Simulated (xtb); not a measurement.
Ta(F)4(NH2) (F₄H₂NTa), SMILES [NH2][Ta]([F])([F])([F])[F], multiplicity 1. All values are semi-empirical tight-binding results from xtb (GFN2-xTB unless named), good for trends rather than for accurate numbers. Coordinates come from a GFN2-xTB optimisation. The multiplicity is an assumed one; no other spin state was optimised. The structure was generated by enumeration; whether it is a known compound was not checked. The values are those of a single conformer.

Optimised geometry:

Bonds (Å): Ta1–F2 1.808, Ta1–F3 1.808, Ta1–F4 1.856, Ta1–F5 1.856, Ta1–N6 1.970, N6–H7 1.016, N6–H8 1.016. Bond angles (°): F2–Ta1–F3 174.4, F2–Ta1–F4 91.4, F2–Ta1–F5 91.4, F2–Ta1–N6 87.2, F3–Ta1–F4 91.4, F3–Ta1–F5 91.4, F3–Ta1–N6 87.2, F4–Ta1–F5 119.9, F4–Ta1–N6 120.1, F5–Ta1–N6 120.1, Ta1–N6–H7 126.4, Ta1–N6–H8 126.4, H7–N6–H8 107.1.

For metal compounds this method's bond lengths and energies can be far off.

### Question
Estimate the properties. (The exact figures need the calculation; the answer reports its results.)

### Answer

```yaml
point_group_as_xtb_finds_it: C2v
orbital_gap: 4.05 eV
zero_point_energy: 19.1 kcal/mol
G − E(el) at 298.15 K (modified RRHO): -2.1 kcal/mol
```

### Question
Give the atomic charges and the Wiberg bond orders between heavy atoms. (An estimate is asked for; the answer gives what the named calculation found.)

### Answer
charges (e) Ta1 1.64, F2 -0.42, F3 -0.42, F4 -0.39, F5 -0.39, N6 -0.47, H7 0.23, H8 0.23. Bond orders Ta1–F2 0.90, Ta1–F3 0.90, Ta1–F4 0.93, Ta1–F5 0.93, Ta1–N6 1.26.
